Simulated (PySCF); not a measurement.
Isomers of C6H15NP2, mass 163.068 u with the commonest isotopes. Method: PBE0/pcSseg-1 in PySCF (dipole) on a GFN2-xTB geometry, gas phase. One conformer each, none proved a minimum here; rigid rotors.

**Question.** Order these by radius of gyration √(Σ m r²/M), smallest first.
A. `[CH2:1]=[CH:2][P:3]([NH2:4])[CH2:5][CH2:6][P:7]([CH3:8])[CH3:9]` with C1–C2–P3–N4 -39°, C2–P3–N4–H 6° and 132°, C2–P3–C5–C6 171°, P3–C5–C6–P7 24°, C5–C6–P7–C8 173°
B. `[CH3:1][CH2:2][P:3]1(=[NH:4])[CH2:5][CH2:6][PH:7][CH2:8][CH2:9]1` with C1–C2–P3–N4 48°, C2–P3–C5–C6 61°, P3–C5–C6–P7 59°, C5–C6–P7–C8 -55°, C6–P7–C8–C9 56°
C. `[CH3:1][CH:2]([CH3:3])[CH2:4]/[P:5]=[P:6]\[N:7]([CH3:8])[CH3:9]` with C1–C2–C4–P5 65°, C2–C4–P5–P6 -144°, P5–P6–N7–C8 149°

**Answer.** B (2.175 Å), A (2.367 Å), C (2.450 Å).

**Question.** Order these by rotational constant B, smallest first.
A. `[CH3:1][CH2:2][P:3]1(=[NH:4])[CH2:5][CH2:6][PH:7][CH2:8][CH2:9]1` with C1–C2–P3–N4 48°, C2–P3–C5–C6 61°, P3–C5–C6–P7 59°, C5–C6–P7–C8 -55°, C6–P7–C8–C9 56°
B. `[CH3:1][CH:2]([CH3:3])[CH2:4]/[P:5]=[P:6]\[N:7]([CH3:8])[CH3:9]` with C1–C2–C4–P5 65°, C2–C4–P5–P6 -144°, P5–P6–N7–C8 149°
C. `[CH2:1]=[CH:2][P:3]([NH2:4])[CH2:5][CH2:6][P:7]([CH3:8])[CH3:9]` with C1–C2–P3–N4 -39°, C2–P3–N4–H 6° and 132°, C2–P3–C5–C6 171°, P3–C5–C6–P7 24°, C5–C6–P7–C8 173°

**Answer.** C (630.0 MHz), B (650.2 MHz), A (824.5 MHz).

**Question.** Order these by rotational constant A, largest first.
A. `[CH3:1][CH:2]([CH3:3])[CH2:4]/[P:5]=[P:6]\[N:7]([CH3:8])[CH3:9]` with C1–C2–C4–P5 65°, C2–C4–P5–P6 -144°, P5–P6–N7–C8 149°
B. `[CH3:1][CH2:2][P:3]1(=[NH:4])[CH2:5][CH2:6][PH:7][CH2:8][CH2:9]1` with C1–C2–P3–N4 48°, C2–P3–C5–C6 61°, P3–C5–C6–P7 59°, C5–C6–P7–C8 -55°, C6–P7–C8–C9 56°
C. `[CH2:1]=[CH:2][P:3]([NH2:4])[CH2:5][CH2:6][P:7]([CH3:8])[CH3:9]` with C1–C2–P3–N4 -39°, C2–P3–N4–H 6° and 132°, C2–P3–C5–C6 171°, P3–C5–C6–P7 24°, C5–C6–P7–C8 173°

**Answer.** C (2627 MHz), B (1824 MHz), A (1720 MHz).

```csv
SMILES,point group,Ia (u·Å²),Ib (u·Å²),Ic (u·Å²),κ,μa (D),μb (D),μc (D)
C=CP(N)CCP(C)C,C1,192.38,802.17,831.97,-0.98,0.06,0.15,0.50
CCP1(=N)CCPCC1,C1,277.04,612.92,653.23,-0.90,0.40,0.54,2.55
CC(C)C/P=P\N(C)C,C1,293.84,777.25,887.30,-0.86,0.23,3.07,0.09
```
